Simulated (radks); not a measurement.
The mean radii <r> (bohr) of the occupied orbitals of an atom or ion are listed with their occupations. Calculated with a radial shooting solver on a logarithmic mesh with Libxc functionals: scalar-relativistic Kohn-Sham, BLYP, spin-polarised, spherical densities, finite nucleus; Fermi nuclear charge, rms radius of each element as measured or else 0.836 A^(1/3) + 0.57 fm.

| orbital | occ. | <r> |
|---|---|---|
| 1s down | 1 | 0.03517 |
| 1s up | 1 | 0.03517 |
| 2s up | 1 | 0.1537 |
| 2s down | 1 | 0.1537 |
| 2p up | 3 | 0.1339 |
| 2p down | 3 | 0.1339 |
| 3s up | 1 | 0.4290 |
| 3s down | 1 | 0.4290 |
| 3p up | 3 | 0.4307 |
| 3p down | 3 | 0.4306 |
| 3d up | 5 | 0.4153 |
| 3d down | 5 | 0.4151 |
| 4s up | 1 | 1.098 |
| 4s down | 1 | 1.093 |
| 4p up | 3 | 1.213 |
| 4p down | 3 | 1.210 |
| 4d up | 3 | 1.607 |

Name the element and its charge. Open shells, if any, are filled with parallel spins first.

Answer. Z = 42, molybdenum, charge +3: Mo3+ in [Kr] 4d3. The 1s radius gives Z: for a bare nucleus <r> = (2 gamma + 1)/(2Z) with gamma = sqrt(1 - (Z/c)^2), 0.03457 bohr for Z = 42, and screening makes it slightly larger (0.03517 here). The occupations add up to 39, and the charge is Z minus that.
